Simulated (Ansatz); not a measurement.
Ansatz (a program for electronic structure) input (B3LYP/6-31G*):

Ansatz 0.2 input:
```yaml
crystal:
  periodic: [false, false, false]
  atoms:
    - {symbol: C, position_ang: [-0.00000000, -0.00000000, -2.03845764]}
    - {symbol: C, position_ang: [-0.00000000, -0.00000000, -0.79131676]}
    - {symbol: C, position_ang: [0.00000000, 0.00000000, 0.56764548]}
    - {symbol: C, position_ang: [0.00000000, 0.00000000, 1.78765060]}
    - {symbol: H, position_ang: [0.00000000, 0.00000000, 2.84686993]}
basis:
  gaussian:
    orbitals: 6-31G*
hamiltonian:
  xc: {name: B3LYP}
total_charge: -1
relax: {f_tol: 0.003, max_steps: 120}
```

Output:

```
Functional definition: B3LYP
integrals: 0.02 GiB planned
681 factors; integrals over basis functions are off by at most 2.5e-4 eV
mean field: 0.15 GiB planned
mean field evaluation 1: about -4156.6078 eV, gradient 3.4e1 eV
mean field evaluation 2: about -4149.7557 eV, gradient 5.6e1 eV
mean field evaluation 4: about -4159.7462 eV, gradient 5.2e0 eV
mean field evaluation 8: about -4159.8133 eV, gradient 1.4e-1 eV
a density is far from that of the atoms, so the factors are made again for it
722 factors; integrals over basis functions are off by at most 1.6e-4 eV
mean field: 0.16 GiB planned
mean field evaluation 16: about -4159.8133 eV, gradient 1.9e-2 eV
mean field -4159.81338341 eV, -152.8703222177 hartree, gradient 9.7e-6 eV, S^2 0.000000; 0 other end points of the search recorded, 0 dependent functions left out
the calculation of the forces begins
reference -4159.81357985 eV, -152.8703294365 hartree; 13, 13 occupied and 49, 49 virtual orbitals, 722 factors
relax step   1: F+E_penalty+E_count = -4159.81338341 eV  Δ(F+E_penalty+E_count) = +0.000e0 eV  max|allowed force component| = 9.153e-1 eV/Å  Δτ_max = 0.0000 Å  (42 SCF iters, accepted)
these checks for a lower state are left out or cut short: starts, cluster_reference, orbital_swaps, neighbouring_geometries, increment
integrals: 0.02 GiB planned
681 factors; integrals over basis functions are off by at most 2.5e-4 eV
mean field: 0.15 GiB planned
a density is far from that of the atoms, so the factors are made again for it
721 factors; integrals over basis functions are off by at most 1.6e-4 eV
mean field: 0.16 GiB planned
mean field -4159.82239283 eV, -152.8706533074 hartree, gradient 1.9e-5 eV, S^2 0.000000; 0 other end points of the search recorded, 0 dependent functions left out
the calculation of the forces begins
reference -4159.82258999 eV, -152.8706605530 hartree; 13, 13 occupied and 49, 49 virtual orbitals, 721 factors
relax step   2: F+E_penalty+E_count = -4159.82239283 eV  Δ(F+E_penalty+E_count) = -9.009e-3 eV  max|allowed force component| = 9.707e-2 eV/Å  Δτ_max = 0.0144 Å  (42 SCF iters, accepted)
these checks for a lower state are left out or cut short: starts, cluster_reference, orbital_swaps, neighbouring_geometries, increment
integrals: 0.02 GiB planned
681 factors; integrals over basis functions are off by at most 2.6e-4 eV
mean field: 0.15 GiB planned
mean field evaluation 32: about -4159.8223 eV, gradient 9.1e-2 eV
a density is far from that of the atoms, so the factors are made again for it
721 factors; integrals over basis functions are off by at most 1.6e-4 eV
mean field: 0.16 GiB planned
mean field -4159.82249591 eV, -152.8706570956 hartree, gradient 2.7e-5 eV, S^2 0.000000; 0 other end points of the search recorded, 0 dependent functions left out
the calculation of the forces begins
reference -4159.82269316 eV, -152.8706643444 hartree; 13, 13 occupied and 49, 49 virtual orbitals, 721 factors
relax step   3: F+E_penalty+E_count = -4159.82249591 eV  Δ(F+E_penalty+E_count) = -1.031e-4 eV  max|allowed force component| = 1.153e-2 eV/Å  Δτ_max = 0.0017 Å  (36 SCF iters, accepted)
these checks for a lower state are left out or cut short: starts, cluster_reference, orbital_swaps, neighbouring_geometries, increment
integrals: 0.02 GiB planned
681 factors; integrals over basis functions are off by at most 2.6e-4 eV
mean field: 0.15 GiB planned
a density is far from that of the atoms, so the factors are made again for it
721 factors; integrals over basis functions are off by at most 1.6e-4 eV
mean field: 0.16 GiB planned
mean field -4159.82249674 eV, -152.8706571263 hartree, gradient 1.8e-5 eV, S^2 0.000000; 0 other end points of the search recorded, 0 dependent functions left out
the calculation of the forces begins
reference -4159.82269399 eV, -152.8706643752 hartree; 13, 13 occupied and 49, 49 virtual orbitals, 721 factors
relax step   4: F+E_penalty+E_count = -4159.82249674 eV  Δ(F+E_penalty+E_count) = -8.353e-7 eV  max|allowed force component| = 2.338e-3 eV/Å  Δτ_max = 0.0001 Å  (35 SCF iters, accepted)
integrals: 0.02 GiB planned
681 factors; integrals over basis functions are off by at most 2.6e-4 eV
mean field: 0.15 GiB planned
mean field evaluation 64: about -4159.8225 eV, gradient 1.1e-2 eV
a density is far from that of the atoms, so the factors are made again for it
721 factors; integrals over basis functions are off by at most 1.6e-4 eV
mean field: 0.16 GiB planned
mean field -4159.82249674 eV, -152.8706571263 hartree, gradient 1.9e-5 eV, S^2 0.000000; 0 other end points of the search recorded, 0 dependent functions left out
the calculation of the forces begins
reference -4159.82269399 eV, -152.8706643752 hartree; 13, 13 occupied and 49, 49 virtual orbitals, 721 factors
Total energy: -4159.82269399 eV, -152.8706643752 hartree
Atom 0 at     0.000000    -0.000000    -2.054686 Å, force    -0.000000     0.000000     0.000883 eV/Å
Atom 1 at    -0.000000     0.000000    -0.796587 Å, force     0.000000    -0.000000    -0.002260 eV/Å
Atom 2 at    -0.000000     0.000000     0.568494 Å, force     0.000000    -0.000000     0.002339 eV/Å
Atom 3 at    -0.000000     0.000000     1.795900 Å, force     0.000000     0.000000    -0.000829 eV/Å
Atom 4 at     0.000000    -0.000000     2.859271 Å, force    -0.000000    -0.000000    -0.000133 eV/Å
Dipole moment:     0.000000     0.000000     1.125186 e Å
```

The dipole moment of an ion depends on the origin.

The geometry given is a B3LYP-D3(BJ)/def2-TZVP minimum.
